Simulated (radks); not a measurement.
Values are calculated unless marked as measured or tabulated.
Q: Code: a radial shooting solver on a logarithmic mesh with Libxc functionals. Model: Dirac Kohn-Sham, BLYP, spin-unpolarised, spherical densities, finite nucleus; open shells are shared between the two j in proportion to 2j + 1; Fermi nuclear charge, rms radius of each element as measured or else 0.836 A^(1/3) + 0.57 fm. Each species is in its NIST ground configuration. Rank Re3+, Pt3+, Ir3+, Hf3+, Os3+, W3+, Ta3+, Au3+, Hg3+, Lu3+ by mean radius of the outermost orbital (bohr), largest first.

A: Hf3+ 1.97, Ta3+ 1.88, W3+ 1.79, Re3+ 1.71, Os3+ 1.64, Ir3+ 1.57, Pt3+ 1.51, Au3+ 1.46, Lu3+ 1.41, Hg3+ 1.41.
